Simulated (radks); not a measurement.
Species: the nickel ion Ni+. Configuration: [Ar] 3d8.5 4p0.5 (fractional occupations, a model configuration). Method: Dirac Kohn-Sham, B86b exchange with PBE correlation, spin-unpolarised, spherical densities, point nucleus; open shells fill j = l - 1/2 first; computed with a radial shooting solver on a logarithmic mesh with Libxc functionals.

Normalised radial functions P(r) = r R(r) (large component), r in bohr:

```
   r/bohr * 3p1/2 (the largest magnitude, 1.2, reaches the edge; | marks zero)
 0.007187                             *
  0.01089                             |*
  0.01651                             |*
  0.02524                             |  *
  0.03825                             |    *
  0.05799                             |       *
   0.0879                             |            *
   0.1333                             |             *
    0.202                             |        *
   0.3087                       *     |
   0.4679       *                     |
   0.7093  *                          |
    1.075            *                |
     1.63                       *     |
    2.491                            *|
    3.775                             *
    5.723                             *
    8.675                             *
```

3p1/2: eigenvalue -79.814 eV, 1 radial node at r = 0.269 bohr, <r> = 0.775 bohr, 90 % of the charge inside 1.20 bohr.
